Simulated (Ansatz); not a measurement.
System: B$_{2}$H$_{4}$ (charge -1, doublet). SMILES: B[BH2-]

Atoms: B1, B2, H3, H4, H5, H6. Bonds: B1-B2, B1-H3, B1-H4, B2-H5, B2-H6.

Bond lengths (Å) and angles (degrees) optimised at PBE/6-31G* with Ansatz (a quantum-chemistry and plane-wave program); B3LYP/LANL2DZ with Ansatz; B3LYP/6-31G* with Ansatz; MP2/6-31G* with Ansatz, each started from the B3LYP-D3(BJ)/def2-TZVP structure (Ansatz) of the last column. A row stands for all coordinates that are equal there. 6-31G* holds six Cartesian d functions. No wavenumbers were computed at PBE/6-31G*, B3LYP/LANL2DZ, MP2/6-31G*, so these may be saddle points.

```
coordinate  PBE/6-31G*  B3LYP/LANL2DZ  B3LYP/6-31G*  MP2/6-31G*  B3LYP-D3(BJ)/def2-TZVP
----------  ----------  -------------  ------------  ----------  ----------------------
B1-B2            1.650          1.655         1.641       1.638                   1.641
B1-H3            1.238          1.224         1.228       1.224                   1.220
B2-B1-H3         124.1          123.7         124.1       123.9                   123.6
H3-B1-H4         111.7          112.6         111.8       112.2                   112.7
```

Mean signed difference of all 5 bond lengths from B3LYP-D3(BJ)/def2-TZVP: PBE/6-31G* 0.017 Å, B3LYP/LANL2DZ 0.006 Å, B3LYP/6-31G* 0.007 Å, MP2/6-31G* 0.002 Å.
